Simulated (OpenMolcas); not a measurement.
A calculation on Cl⁶⁺.

| Quantity | Value |
| --- | --- |
| Program | OpenMolcas 26.06 |
| Method | CASSCF |
| Basis | ANO-RCC-VTZP [5s4p2d1f] |
| Scalar Hamiltonian | DKH2, point nucleus |
| Active space | 1 electron in 8 orbitals (3s 3p 4s 4p) |
| State averaging | 2S+1 = 2 even, 1 root; 2S+1 = 2 odd, 3 roots |
| Spin-orbit coupling | state interaction with AMFI integrals over the reference wave functions, term energies averaged over their components |

Which level of the active space comes out lowest?

3s 2S 1/2, with 100 % of that term; it is also the measured ground level.

How high does 3p 2P* 3/2 lie?

124642 cm-1 above the lowest level; measured 124891 cm-1 above the ground level, so the calculation is off by 0 %.

How high does 3p 2P* 1/2 lie?

122979 cm-1 above the lowest level; measured 123001 cm-1 above the ground level, so the calculation is off by 0 %.

Measured values: Moore, Atomic Energy Levels, vol. I, NSRDS-NBS 35 (1971 reprint of NBS Circular 467, 1949).

With one active electron outside closed inactive shells, the extra shells (4p 4s) add no correlation to the reference. With one active electron the reference holds no correlation, so core polarisation is missing. Computed and measured levels are paired by configuration, term and J; levels that our copy of the source lacks, or whose pairing is in doubt (as where it misses far off the trend of its configuration), stay unpaired and out of the deviations. Levels of configurations outside the active space are missing.

* marks odd parity.
